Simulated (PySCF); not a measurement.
## Deuteron quadrupole couplings in `CC(C)(C)P1C=C1`

C6H11P.
Geometry (GFN2-xTB, Å), atoms numbered from 1 in this order:
```xyz
18
C6H11P angstrom
C     -1.5924   -0.9253    0.7903
C     -0.4287   -0.1893    0.1250
C     -0.7423    1.3010    0.0289
C     -0.1726   -0.7675   -1.2637
P      1.0968   -0.4759    1.2556
C      2.1885    0.9169    0.7722
C      2.4848   -0.1648    0.0981
H     -1.7712   -0.5306    1.7894
H     -2.5048   -0.8114    0.2061
H     -1.3700   -1.9877    0.8789
H     -1.6410    1.4616   -0.5657
H     -0.9055    1.7245    1.0191
H      0.0790    1.8368   -0.4457
H      0.6534   -0.2497   -1.7501
H      0.0731   -1.8267   -1.1996
H     -1.0579   -0.6573   -1.8891
H      2.4553    1.9364    0.9455
H      3.1468   -0.5848   -0.6268
```

Level: PBE0/pcSseg-1 (PySCF, non-relativistic); Q(2H) = 0.00286 b; rigid geometry, the same for H and D, with no vibrational averaging.

**Question.** What are Vzz, η and χzz (234.96 MHz × Q × Vzz) at all hydrogens?

**Answer.** 
```csv
atom,bonded to,bond length (Å),Vzz (au),η,χzz (kHz)
H8,C1,1.089,0.3123,0.02,210
H9,C1,1.089,0.3132,0.02,210
H10,C1,1.089,0.3122,0.02,210
H11,C3,1.090,0.3132,0.02,210
H12,C3,1.089,0.3124,0.02,210
H13,C3,1.089,0.3120,0.01,210
H14,C4,1.089,0.3120,0.01,210
H15,C4,1.089,0.3125,0.02,210
H16,C4,1.090,0.3132,0.02,210
H17,C6,1.068,0.3587,0.02,241
H18,C7,1.068,0.3590,0.02,241
```

Geometry: GFN2-xTB; no solvent, vibrations or thermal averaging. GFN2-xTB bond lengths can be off by several hundredths of an ångström, more for odd bonds, and the gradients follow them. The small basis limits the accuracy of the gradients.
